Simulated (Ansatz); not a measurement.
C2H4OSi can be A, `OC#C[SiH3]`, or B, `O=C1C[SiH2]1`.

Program: Ansatz. Geometries: PBE0-D4/def2-TZVP. ΔE: electronic, gas phase. CBS: MP2 limit from def2 TZ/QZ plus the TZ coupled-cluster correction, frozen cores. Functionals use def2-TZVPP. B3LYP here is the variant with VWN-RPA as its local correlation; programs differ in this. Each species was taken in one conformer, which may not be the lowest.

Problem. Which is lower in electronic energy at CCSD(T)/CBS, and by how much? (An estimate is asked.)

Solution. Ansatz gave: A, by 9.6 kJ/mol.

Problem. Give E(B) − E(A) in kJ/mol with LDA (SPW92), CCSD/def2-TZVPP, CCSD(T)/def2-SVP, PBE0-D4, r2SCAN-D4, B3LYP-D4, CCSD(T)/def2-TZVPP. (Estimate.)

Solution. Computed: LDA (SPW92) -27.5, CCSD/def2-TZVPP 13.8, CCSD(T)/def2-SVP 2.5, PBE0-D4 -13.3, r2SCAN-D4 -11.5, B3LYP-D4 3.6, CCSD(T)/def2-TZVPP 8.4. The order is the other way round with LDA (SPW92), PBE0-D4, r2SCAN-D4.

Problem. Does the order hold for the free energy at 298.15 K (harmonic terms from PBE0-D4)? (An estimate is asked.)

Solution. Ansatz gave: Yes: G(B) − G(A) = +16.7 kJ/mol, for one conformer each. Modes under 60 cm⁻¹, often nearly free rotors, make the harmonic entropy too high.

Largest T1 diagnostic: 0.017.

From PBE to PBE0 (25 % exact exchange), in def2-TZVPP and without D4, E(B) − E(A) moves by +10.0 kJ/mol. Leaving LDA and LC-ωPBE aside and taking each functional with its dispersion term where it has one, the values, not all of them listed here, spread over 40.3 kJ/mol, from revPBE-D4 to BHLYP-D4. LDA lies −5.3 kJ/mol from PBE without D4.
